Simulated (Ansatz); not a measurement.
In3O10H11, a hydroxylated oxide cluster. Charge 0, multiplicity 1. Geometry r2SCAN-D4/def2-SVP, basis def2-TZVP, Ansatz.

Cartesian coordinates in Å:
```
In -1.0337 -0.6228 1.5046
In 1.9001 -1.1185 0.4144
In -0.5619 0.9611 -1.3108
O -1.8971 2.8834 -1.1741
O -2.1135 -0.1642 -0.3854
O -0.9494 1.5778 -3.1984
O -2.5388 -0.8242 2.8048
O -0.0381 -2.1346 0.3366
O -0.1503 1.2136 0.7230
O 0.9262 -0.9200 2.4042
O 3.4158 -2.4150 0.1858
O 1.0510 -0.4367 -1.5578
O 2.4131 0.8970 0.5807
H -2.7243 2.6271 -0.7385
H -2.0732 2.8660 -2.1356
H -2.6670 -0.8260 -0.8188
H -0.5548 1.0244 -3.8851
H -2.2136 -1.2730 3.5986
H -0.3310 -2.1915 -0.5848
H 0.8527 1.2800 0.8477
H 1.2664 -0.1220 2.8361
H 3.1142 -3.2984 0.4418
H 1.7711 -0.0582 -2.0863
H 3.1362 1.0749 1.1973
```

| run | HOMO (eV) | LUMO (eV) |
| --- | --- | --- |
| A | -6.53 | -2.57 |
| B | -7.45 | -2.33 |
| C | -6.17 | -2.83 |
| D | -6.42 | -3.14 |
| E | -7.87 | -1.97 |
| F | -10.43 | -0.02 |

In the def2 sets In takes a core potential; there is no spin–orbit coupling. HSE06 is defined as in plane-wave codes, on full-range PBE exchange. Single mean-field runs in def2-TZVP are fitted with def2-universal-jkfit.

**Question.** The runs used HSE06, LDA (SPW92), PBE, PBE0, r2SCAN, ωB97X-V. Estimate which is which.

**Answer.** A r2SCAN (0 % exact exchange); B HSE06 (range-separated); C PBE (0 % exact exchange); D LDA (SPW92) (0 % exact exchange); E PBE0 (25 % exact exchange); F ωB97X-V (range-separated). Exact exchange lowers occupied and raises empty levels; among semilocal functionals meta-GGAs tend to open the gap a little, and such runs are hard to tell apart. The gap grows from 3.27 eV (LDA (SPW92)) to 10.41 eV (ωB97X-V).
